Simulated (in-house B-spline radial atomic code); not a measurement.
Checks on a self-consistent run for In V (In4+), [Ar] 3d10 4s2 (4p1/2)2 (4p3/2)3 (4d3/2)4 (4d5/2)5 5s1. Computed with a radial B-spline atomic code at the basis-set limit: Dirac-Hartree-Fock, average of the jj configuration, Fermi nucleus of rms radius 4.6156 fm.

```tsv
orbital	q	ε (Eh)	<1/r>	<r²>	small-component weight
1s1/2	2	-1035.01502	51.8592	0.00119405	0.032342
2s1/2	2	-160.14240	12.0243	0.0193576	0.0068479
2p1/2	2	-149.05203	11.9675	0.014484	0.0068286
2p3/2	4	-141.24773	11.1847	0.0157869	0.0065333
3s1/2	2	-33.57770	4.25152	0.137235	0.0019772
3p1/2	2	-29.06006	4.14992	0.13274	0.0019128
3p3/2	4	-27.59081	3.95715	0.141491	0.0018316
3d3/2	4	-19.70305	3.79357	0.122143	0.0017085
3d5/2	6	-19.39194	3.74091	0.125042	0.0016821
4s1/2	2	-7.28377	1.63992	0.79935	0.00050851
4p1/2	2	-5.79148	1.52945	0.8993	0.00045501
4p3/2	3	-5.49913	1.47928	0.94974	0.00043892
4d3/2	4	-2.99805	1.2291	1.32817	0.00031806
4d5/2	5	-2.91565	1.21116	1.3699	0.00031129
5s1/2	1	-1.88832	0.622339	4.81422	0.00010081
```

Electron-electron repulsion V_ee = 2118.0797 hartree.

What total energy follows from the eigenvalues?

The eigenvalues count the repulsion twice, so E = Σqε - V_ee = -3755.319 - 2118.080 = -5873.399 hartree; the run printed -5873.399.

Does the Dirac virial theorem hold?

For a point nucleus E = -2c²Σq·w, with w the small-component weight. Here Σq·w = 0.15638 and c = 137.0360, so the ratio E/(-2c²Σq·w) is 1.000045; the finite nucleus accounts for the departure from 1.

What diamagnetic shielding (Lamb formula) and susceptibility (Langevin formula) do the radii give?

σ = (α²/3)Σq<1/r> = 289.063/(3·137.036²) = 5131 ppm, and χ = -0.79199×10⁻⁶·Σq<r²> = -20.35×10⁻⁶ cm³/mol with Σq<r²> = 25.701 bohr². Both are non-relativistic formulas without the paramagnetism of open shells.
